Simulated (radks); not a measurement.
Results of a calculation; reference values are marked as such.
Pr IV, 56 electrons, occupied as [Xe] 4f2. Code: a radial shooting solver on a logarithmic mesh with Libxc functionals. Model: scalar-relativistic Kohn-Sham, LDA (Slater exchange, Perdew-Zunger correlation), spin-polarised, spherical densities, point nucleus; open shells are filled with parallel spins first (spin-orbit coupling, left out, can overturn this in heavy ions).

Local quantities along the radius. ELF = 1/(1 + alpha^2) is the electron localisation function; alpha = (tau - tau_W)/tau_unif compares the Pauli kinetic energy density with that of the uniform gas (summed over spins). tau is taken from the large components.

r (bohr)	ELF	alpha
0.001132	0.999	0.02400
0.00151	0.999	0.02470
0.002014	0.999	0.02622
0.002687	0.999	0.02893
0.003583	0.999	0.03346
0.004779	0.998	0.04107
0.006374	0.997	0.05428
0.008502	0.994	0.07881
0.01134	0.984	0.1285
0.01512	0.946	0.2397
0.02017	0.798	0.5037
0.0269	0.482	1.038
0.03588	0.324	1.446
0.04786	0.476	1.050
0.06383	0.711	0.6383
0.08582	0.709	0.6412
0.1145	0.425	1.163
0.1527	0.380	1.276
0.2036	0.689	0.6726
0.2716	0.714	0.6332
0.3622	0.255	1.710
0.4831	0.446	1.115
0.6444	0.751	0.5752
0.8594	0.499	1.003
1.146	0.299	1.531
1.529	0.669	0.7034
2.039	0.737	0.5981
2.72	0.377	1.284
3.627	0.028	5.858
4.838	0.000	65.39

On this mesh the ELF has minima near r = 0.036, 0.13, 0.42, 1.1 bohr, which separate the shells, and maxima near 0.074 (0.75), 0.24 (0.75), 0.64 (0.75), 1.8 (0.76).
